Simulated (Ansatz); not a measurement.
Correlation energies of C3H5BO (`C#CBCO`) by basis set

```xyz
10

C    -1.670   -1.607   -0.521
C    -1.130   -0.527   -0.459
B    -0.376    0.776   -0.333
C     1.018    0.805    0.351
O     1.558   -0.399    0.844
H    -2.170   -2.546   -0.591
H    -0.843    1.791   -0.755
H     1.721    1.261   -0.369
H     0.963    1.550    1.164
H     0.928   -1.104    0.669
```

Charge 0, multiplicity 1. The geometry is a stationary point of PBE0-D4/def2-TZVP. It is one conformer, not always the lowest. Frozen core, restricted reference, Ansatz 0.2.0. CBS rows extrapolate triple and quadruple zeta; past MP2 they add the triple-zeta difference.

```csv
basis,HF (Eh),MP2 corr.
def2-SVP,-215.82107,-0.65098
def2-TZVPP,-216.07445,-0.80563
def2-QZVPP,-216.08428,-0.86191
```

Problem. Estimate the CCSD correlation energy and the (T) correction in each basis where they were run (hartree).

Solution. 
```csv
basis,CCSD corr.,(T)
def2-SVP,-0.69227,-0.02351
def2-TZVPP,-0.83598,-0.03721
CBS(def2),-0.93394,as TZ
```
